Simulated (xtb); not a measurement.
xtb input (GFN1-xTB):

```bash
xtb mol.xyz --gfn 1 --sp --chrg 1 --uhf 0
```
mol.xyz:
```
5

O     -0.64918807    -1.24168714    -0.00638428
S      0.06942861     0.10131773     0.00101622
O     -0.74495094     1.24603897    -0.03561977
O      1.45969141    -0.05827825     0.04454817
H     -1.63527688    -1.18967227    -0.03661258
```

End of the output:

```
         :::::::::::::::::::::::::::::::::::::::::::::::::::::
         ::                     SUMMARY                     ::
         :::::::::::::::::::::::::::::::::::::::::::::::::::::
         :: total energy             -17.587424404006 Eh    ::
         :: gradient norm              0.077906286464 Eh/a0 ::
         :: HOMO-LUMO gap              5.650643607194 eV    ::
         ::.................................................::
         :: SCC energy               -17.687524186867 Eh    ::
         :: -> electrostatic           0.192164746561 Eh    ::
         :: repulsion energy           0.101234579218 Eh    ::
         :: dispersion energy         -0.001134796358 Eh    ::
         :: halogen bond corr.         0.000000000000 Eh    ::
         :: add. restraining           0.000000000000 Eh    ::
         :: total charge               1.000000000000 e     ::
         :::::::::::::::::::::::::::::::::::::::::::::::::::::

           -------------------------------------------------
          |                Property Printout                |
           -------------------------------------------------

    * Orbital Energies and Occupations

         #    Occupation            Energy/Eh            Energy/eV
      -------------------------------------------------------------
         1        2.0000           -1.4120184             -38.4230
         2        2.0000           -1.1976579             -32.5899
         3        2.0000           -1.1936920             -32.4820
         4        2.0000           -1.0908598             -29.6838
         5        2.0000           -1.0345838             -28.1525
         6        2.0000           -1.0291706             -28.0052
         7        2.0000           -1.0025646             -27.2812
         8        2.0000           -0.9525771             -25.9209
         9        2.0000           -0.9339232             -25.4133
        10        2.0000           -0.9290679             -25.2812
        11        2.0000           -0.9263977             -25.2086
        12        2.0000           -0.9094017             -24.7461 (HOMO)
        13                         -0.7017443             -19.0954 (LUMO)
        14                         -0.6729639             -18.3123
        15                         -0.4691494             -12.7662
Note: The following floating-point exceptions are signalling: IEEE_DENORMAL
normal termination of xtb
        16                         -0.4430478             -12.0559
        17                         -0.4424922             -12.0408
        18                         -0.4195118             -11.4155
        19                         -0.3695075             -10.0548
        20                         -0.1333912              -3.6298
        21                          0.0145686               0.3964
        22                          0.6988610              19.0170
        23                          0.9209261              25.0597
      -------------------------------------------------------------
                  HL-Gap            0.2076573 Eh            5.6506 eV
             Fermi-level           -0.8055730 Eh          -21.9208 eV

  Mulliken/CM5 charges         n(s)   n(p)   n(d)
     1O    -0.18426 -0.37514   1.676  4.508  0.000
     2S     0.67845  0.79847   1.644  2.638  1.040
     3O    -0.02458 -0.07428   1.697  4.327  0.000
     4O     0.01494 -0.03295   1.690  4.295  0.000
     5H     0.51545  0.68389   0.485  0.000  0.000

Wiberg/Mayer (AO) data.
largest (>0.10) Wiberg bond orders for each atom

 ---------------------------------------------------------------------------
     #   Z sym  total        # sym  WBO       # sym  WBO       # sym  WBO
 ---------------------------------------------------------------------------
     1   8 O    2.431 --     2 S    1.377     5 H    0.708     3 O    0.185
                             4 O    0.160
     2  16 S    5.355 --     4 O    2.004     3 O    1.967     1 O    1.377
     3   8 O    2.415 --     2 S    1.967     4 O    0.258     1 O    0.185
     4   8 O    2.438 --     2 S    2.004     3 O    0.258     1 O    0.160
     5   1 H    0.736 --     1 O    0.708
 ---------------------------------------------------------------------------

Topologies differ in total number of bonds
Writing topology from bond orders to xtbtopo.mol

 dipole moment from electron density (au)
     X       Y       Z
  -1.4702  -0.7033  -0.0368  total (Debye):    4.144

           -------------------------------------------------
          | TOTAL ENERGY              -17.587424404006 Eh   |
          | GRADIENT NORM               0.077906286464 Eh/α |
          | HOMO-LUMO GAP               5.650643607194 eV   |
           -------------------------------------------------

------------------------------------------------------------------------
------------------------------------------------------------------------
 total:
 SCF:
```

It need not be the lowest isomer of its formula.
